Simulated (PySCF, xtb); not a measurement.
BBr3, SMILES BrB(Br)Br.

Harmonic wavenumbers (cm⁻¹) from GFN2-xTB in xtb 6.7.1 at its own minimum, in rising order: 139, 139, 269, 325, 748, 748.

Question: What does r2SCAN-D4/def2-SVP (PySCF) give at its own minimum? (An estimate is asked for; the answer gives what the named calculation found.)

Answer: 153, 153, 282, 384, 836, 836. Paired by order, the mean absolute difference is 46 cm⁻¹ and the zero-point energies are 3.4 and 3.8 kcal/mol.
